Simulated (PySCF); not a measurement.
C₅H₁₀O₂, triplet, geometry from GFN2-xTB (a higher spin typed on purpose: for a closed-shell molecule this is an excited state). Base run: CCSD/STO-3G (PySCF).

Here is a job for PySCF.
```python
from pyscf import gto, scf, cc

mol = gto.M(
    atom='''
C    -0.73625456    0.18031274    1.50162581
C    -0.60520756    0.18405462   -0.00498451
C    -1.56034575   -0.77288188   -0.68318510
C    -0.64173758    1.56773273   -0.61747268
C     0.96848711   -0.34934101   -0.39686554
O     1.84217162    0.55662477    0.13610481
O     1.02552288   -1.59639469   -0.19987370
H    -0.06594003    0.90706390    1.95627426
H    -1.75933852    0.43698540    1.78035443
H    -0.51929729   -0.80943847    1.89963957
H    -2.57965495   -0.40056188   -0.57585168
H    -1.49643221   -1.76237632   -0.23958998
H    -1.33473584   -0.85712739   -1.74327402
H     0.11509125    2.21377824   -0.18104230
H    -0.48193302    1.52016241   -1.69168375
H    -1.62417773    2.00495061   -0.43322171
H     2.25521264    0.20545970    0.94383816
''',
    basis='sto-3g',
    spin=2,
    verbose=5,
)

mf = scf.UHF(mol)
mf.kernel()

mycc = cc.CCSD(mf)
mycc.kernel()
print('E(CCSD) = %.10f' % mycc.e_tot)
mf.analyze()
```

Each row names what was changed in the base input (with any setting that the change needs).

```tsv
change	ΔE vs base (kcal/mol)	MP2 correlation (Eh)	CC correlation without the perturbative part (Eh)	basis functions	core-seconds (rough)
base	0.000	-0.30151	-0.39808	45	10
density fitting = JK and correlation	-0.416	-0.30144	-0.39803	45	20
frozen = 7	1.38	-0.29903	-0.39589	45	6
frozen = 6	1.11	-0.29952	-0.39632	45	7
cc.level_shift = 0.2	0.000	-0.30151	-0.39808	45	10
method = ccsd(t)	(withheld)	-0.30151	-0.39808	45	20
cc.diis_space = 10	0.000	-0.30151	-0.39808	45	10
cart = on	0.000	-0.30151	-0.39808	45	10
cc.conv_tol = 1e-5	0.000	-0.30151	-0.39808	45	10
method = cisd	(withheld)	-	-	45	3
```

Q: Complete the blanks.

A: 
- method = ccsd(t), ΔE vs base (kcal/mol): -3.32
- method = cisd, ΔE vs base (kcal/mol): 36.80

Open shells are given as the SCF converged; they aren't shown to be the lowest states, and a large step between rows can be another state.
